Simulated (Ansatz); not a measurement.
BFH4OSSi can be A, `OB(F)S[SiH3]`, or B, `F[SiH2]OBS`.

Program: Ansatz. Geometries: PBE0-D4/def2-TZVP. ΔE: electronic, gas phase. CCSD(T)/CBS adds triple-zeta CCSD(T) − MP2 to the extrapolated MP2 energy (def2 sets, frozen cores). Functionals use def2-TZVPP. B3LYP here is the variant with VWN-RPA as its local correlation; programs differ in this. Each species was taken in one conformer, which may not be the lowest.

A:

```xyz
9

O    -0.1420    0.1012   -1.5623
B    -0.0044    1.2298   -0.8290
F     0.0105    2.4188   -1.4306
S     0.1638    1.1803    0.9728
Si    0.0623   -0.9474    1.2602
H    -0.2216    0.2661   -2.5069
H    -1.2382   -1.4875    0.7998
H     0.1912   -1.1275    2.7269
H     1.1785   -1.6339    0.5692
```

B:

```xyz
9

F    -0.5733    1.4110    1.2148
Si   -1.2109    0.0243    0.7428
O    -0.2233   -0.7172   -0.3111
B     0.9447   -0.6851   -0.9932
S     2.1643    0.6364   -0.9050
H    -1.3578   -0.8312    1.9358
H    -2.4865    0.3242    0.0651
H     1.2174   -1.5934   -1.7209
H     1.5254    1.4310   -0.0282
```

(1) Which isomer does CCSD(T)/CBS put lower? Give the gap. (An estimate is asked.)

(2) Give E(B) − E(A) in kcal/mol with B3LYP-D4, PBE0-D4, ωB97M-V, PBE-D4, B3LYP, MP2/def2-TZVPP, B2PLYP. (Estimate.)

Largest T1 diagnostic: 0.013.

Results:

(1) Computed: B, by 11.5 kcal/mol.

(2) The calculation gave: B3LYP-D4 -11.4, PBE0-D4 -7.1, ωB97M-V -9.9, PBE-D4 -6.3, B3LYP -11.7, MP2/def2-TZVPP -10.9, B2PLYP -11.9. None reverses the order clearly.

In def2-TZVPP, CCSD(T) changes the Hartree–Fock value by +3.8 kcal/mol (the triples alone add +0.7 kcal/mol) and MP2 by +3.6 kcal/mol.
